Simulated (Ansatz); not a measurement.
Species: H5Si2O, charge 0, doublet. H5Si2O (SMILES O([SiH3])[SiH2], doublet).
B3LYP-D3(BJ)/def2-TZVP minimum from Ansatz (a quantum-chemistry and plane-wave program):
```xyz
8

Si     1.6070    -0.2757    -0.0264
O     -0.0177    -0.3028     0.1994
Si    -1.4922     0.3421    -0.1230
H      2.1205     1.1084     0.1864
H      2.2190    -1.2087     0.9569
H     -2.4551    -0.1921     0.8625
H     -1.9154    -0.0345    -1.4908
H     -1.4348     1.8189    -0.0187
```
Charge 0, spin multiplicity 2.

Wanted: atomisation energy (electronic, to ground-state atoms), in kcal/mol. Radicals and triplets start from unrestricted determinants; spin-orbit coupling is neglected. CBS(X,Y): correlation extrapolated as X^-3, Hartree-Fock from the larger set. A bracket is a step between two methods taken in the basis named. The functionals are non-relativistic, so their misses hold any scalar relativity. Double hybrids freeze cores in their MP2 part. '+ core + X2C': CCSD(T) terms for core correlation (cc-pwCVTZ, 1s frozen past Ne) and scalar relativity (cc-pVTZ-DK). Where a partner has so few electrons that a lower coupled-cluster level is exact, that level stands in.

CCSD(T)/CBS(cc-pV(T+d)Z,cc-pV(Q+d)Z) + [CCSDT(Q) - CCSD(T)]/cc-pV(D+d)Z + core + X2C (Ansatz) gives 600.7 kcal/mol.

### Question
What does PBE/def2-TZVPD (Ansatz) give here, and how do the other levels compare?

### Answer
PBE gives 588.3 kcal/mol, 12.4 kcal/mol below it. Differences of the others: r2SCAN/def2-TZVPD (Ansatz) -1.6; B3LYP/def2-TZVPD (Ansatz) -7.4; wB97M-V/def2-TZVPD (Ansatz) -2.8; B2PLYP/def2-TZVPD (Ansatz) -10.5; CCSD(T)/CBS(cc-pV(T+d)Z,cc-pV(Q+d)Z) + core + X2C (Ansatz) -0.4 kcal/mol. Nearer than PBE: r2SCAN/def2-TZVPD, B3LYP/def2-TZVPD, wB97M-V/def2-TZVPD, B2PLYP/def2-TZVPD, CCSD(T)/CBS(cc-pV(T+d)Z,cc-pV(Q+d)Z) + core + X2C.
